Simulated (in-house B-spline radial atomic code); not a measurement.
Values are calculated unless marked as measured or tabulated.
**Sr in an electron gas of r_s = 2.07: phase shifts, screening, friction and resistivity**

A nucleus sits in a uniform electron gas with a rigid positive background. The Kohn-Sham equations are solved self-consistently in the spin-unpolarised LDA (PW92), non-relativistic, on B-splines with outgoing waves at the boundary and partial waves to l = 8. The model has no lattice, no bands and no magnetic solution. Atomic units; δ_l are the phase shifts at the Fermi level, counted so that each bound state adds π, and good to about 0.0005.

The density parameter is r_s = 2.07 bohr, near that of the valence electrons of Al (3 per atom, density 2.7 g/cm³, mass 26.98 u, which gives r_s = 2.07).

```json
{"l": "0", "δ_l (rad)": "11.3206"}
{"l": "1", "δ_l (rad)": "8.7799"}
{"l": "2", "δ_l (rad)": "4.2916"}
{"l": "3", "δ_l (rad)": "0.0646"}
{"l": "4", "δ_l (rad)": "0.0100"}
{"l": "5", "δ_l (rad)": "0.0019"}
{"l": "6", "δ_l (rad)": "0.0002"}
{"l": "7", "δ_l (rad)": "0.0000"}
{"l": "8", "δ_l (rad)": "-0.0001"}
```

Bound levels below the band bottom (hartree): s -11.18, p -8.706, d -4.216, s -0.9083, p -0.3214 and deeper ones.

Task: Check the Friedel sum rule, and say where the screening charge sits.

Result: k_F = (9π/4)^(1/3)/r_s = 0.92713. The rule is Z = (2/π) Σ (2l + 1) δ_l. The terms are s 7.207, p 16.768, d 13.661, f 0.288 and 0.071 beyond, in all 37.995 against Z = 38. Bound states hold 8 s, 18 p, 10 d electrons, so the scattering states carry 1.99 in all; where a term is smaller than its bound count, the bound level has drawn weight out of the band.

Task: Find the transport cross section and the electronic stopping of a 2 keV Sr ion (mass 87.62 u).

Result: σ_tr = (4π/k_F²) Σ (l + 1) sin²(δ_l − δ_(l+1)). The terms for l = 0 to 3 are 0.3197, 1.9012, 2.3470, 0.0119, all together 4.5801, so σ_tr = 14.619 × 4.5801 = 66.959 bohr². With n = 3/(4π r_s³) = 0.02692, the friction coefficient is Q = n k_F σ_tr = 1.6709. For v well below v_F = 0.927, dE/dx = Q v; with 24801 eV per u at v = 1, v = √(2000/(24801 × 87.62)) = 0.0303, so dE/dx = 0.05069 hartree/bohr = 26.1 eV/nm. The largest term couples the d and f waves.

Task: What residual resistivity would 1 atomic per cent of such centres give in Al?

Result: Δρ = k_F n_i σ_tr/n in atomic units of 21.74 μΩ·cm. With one host atom per 3 electrons, n_i/n = 0.01/3, so Δρ = 0.9271 × 0.00333 × 66.959 × 21.74 = 4.50 μΩ·cm. This is an atom added to the gas, as on an interstitial site.

Task: On a substitutional site the background of one host ion, a sphere holding 3 charges, is taken out. The phase shifts for l = 0 to 4 become 11.0743, 8.6057, 3.6107, 0.0088, -0.0020. What follows?

Result: The Friedel sum is now 35.01, for Z − 3 = 35. The sum in σ_tr is 2.8255, so σ_tr = 41.31 bohr² and Δρ = 2.78 μΩ·cm per atomic per cent, 0.62 times the value above. A real host ion scatters too, so this model doesn't give zero even for the host's own atom.
